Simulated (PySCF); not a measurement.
SbClBr2, SMILES [Cl][Sb]([Br])[Br].

Geometry: r2SCAN-D4/def2-SVP. The structure was generated by enumeration; whether it is a known compound was not checked. The def2 effective core potentials stand for the cores of Sb; spin–orbit coupling is left out.

The numbers are results of IEF-PCM-B3LYP/def2-SVP in PySCF, not measurements.

The values are the electrostatic part of the solvation free energy, E(continuum) − E(gas) at the gas-phase geometry, in a cavity of scaled van der Waals radii (PySCF's table); cavitation and dispersion terms are not included. A continuum can't describe solvent molecules that bind to the metal. In vacuum the orbital gap is 5.51 eV. The dipole moment in vacuum is 2.62 D.

Computed values in water (ε = 78.36), acetone (ε = 20.49), chloroform (ε = 4.71):
```json
[
 {"solvent": "water", "ε": "78.36", "ΔG(elec) (kcal/mol)": "-4.7", "dipole (D)": "3.79", "gap (eV)": "5.61"},
 {"solvent": "acetone", "ε": "20.49", "ΔG(elec) (kcal/mol)": "-4.4", "dipole (D)": "3.71", "gap (eV)": "5.60"},
 {"solvent": "chloroform", "ε": "4.71", "ΔG(elec) (kcal/mol)": "-3.2", "dipole (D)": "3.39", "gap (eV)": "5.58"}
]
```
